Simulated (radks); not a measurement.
Values are calculated unless marked as measured or tabulated.
Question: Ionisation of neutral tantalum, [Xe] 4f14 5d3 6s2, to [Xe] 4f14 5d3 6s1 as the strength of local exchange is varied. Level of theory: Dirac Kohn-Sham, Slater X-alpha exchange (alpha = 2/3 is LDA exchange), no correlation, spin-unpolarised, spherical densities, finite nucleus; open shells fill j = l - 1/2 first; Fermi nuclear charge, rms radius 5.3507 fm (a radial shooting solver on a logarithmic mesh with Libxc functionals).

alpha  E(Ta) (hartree)  exchange (hartree)  IE (eV)  -e of the level emptied (eV)  <r> of it (bohr)
0.577      -15566.5451           -259.2577    7.107                 4.143 (6s1/2)             3.425
0.667      -15607.0415           -300.5491    7.626                 4.597 (6s1/2)             3.358
0.817      -15674.7907           -369.8743    8.543                 5.422 (6s1/2)             3.248
1.049      -15780.2021           -478.3383   10.079                 6.844 (6s1/2)             3.086
?          -15772.4523           -470.3395    9.962                 6.734 (6s1/2)             3.097

Which alpha was used in the last row?

Answer: alpha = 1.032. NIST Atomic Spectra Database: 7.550 eV (measured). The Delta-SCF value meets it near alpha = 0.65. Spin polarisation and multiplet splitting are left out, so open shells lie too high by an amount that depends on their filling.

Beside tabulated values, note that spin-unpolarised runs miss the spin-polarisation part of the exchange energy of open shells.
